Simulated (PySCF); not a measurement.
Gas-phase reaction: 2 TaCl3NH + 3 Cl2 ⇌ 2 TaCl5 + 2 HCl + N2

Method: PySCF energies (xtb for GFN2) plus ideal-gas RRHO corrections (1 bar). † marks an energy on the PBE0/def2-TZVP geometry and frequencies; other levels use their own. MP2 and CCSD(T) freeze the core. All species are closed-shell singlets. Ta: scalar-relativistic def2 core potential, no spin-orbit coupling. TaCl3NH: computed as isolated molecules; such fragments, hydroxides, amides, oligomers or adducts are transient or little studied in the gas. MP2 isn't extrapolated to the basis-set limit; its ΔH°(298 K) is -803.8 kJ in def2-SVP and -747.2 kJ in def2-TZVPP. CCSD(T) isn't extrapolated to the basis-set limit. The harmonic model lacks anharmonicity and excited electronic states, which grow with temperature; levels with a mode under 35 cm⁻¹ are left out. Soft modes under 120 cm⁻¹ make the harmonic entropy rough for TaCl3NH, TaCl5.

```tsv
level	ΔE electronic, kJ	ΔH°(298 K), kJ	ΔS°(298 K), J/K	ΔG°(1200 K), kJ
BLYP/def2-TZVP†	-658	-669	-26	-646
CCSD(T)/def2-SVP†	-790	-801	-26	-778
GFN2-xTB	-580	-594	-17	-583
MP2/def2-SVP†	-793	-804	-26	-781
PBE/def2-SVP	-733	-742	-30	-713
PBE0/def2-QZVP†	-685	-696	-26	-673
PBE0/def2-SVP†	-756	-767	-26	-744
PBE0/def2-TZVP	-687	-698	-26	-675
ωB97M-V/def2-TZVP†	-713	-724	-26	-700
ωB97X-V/def2-TZVP†	-709	-719	-26	-696
```
ΔH° is lowest at MP2/def2-SVP† and highest at GFN2-xTB. No reference value is set beside these.
